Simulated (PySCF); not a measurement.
Mg(SeH)(GeH3) (GeH₄MgSe), SMILES [GeH3][Mg][SeH]. Heavy atoms are numbered as in [Mg:1]([SeH:2])[GeH3:4]. Hydrogens are named by the atom that carries them.

Geometry: PBE-D3(BJ)/def2-SVP. The structure was generated by enumeration; whether it is a known compound was not checked. Other conformers were not sampled.

Method: PBE/def2-TZVPD (PySCF).

ESP charges are fitted to the potential on shells at 1.4 to 2.0 van der Waals radii. Atomic charges (e), one atom of each kind:

```tsv
atom	ESP fit	IAO
Mg1	0.58	1.26
Se2 (SeH)	-0.41	-0.76
H on Se2	(withheld)	0.06
Ge4 (GeH3)	(withheld)	-0.40
H on Ge4	(withheld)	-0.05
```

**Question.** Fill in the missing entries. (Estimate from the structure and the level; the computed values follow.)

**Answer.** 
- H on Se2, ESP fit: 0.08
- Ge4 (GeH3), ESP fit: -0.21
- H on Ge4, ESP fit: -0.01
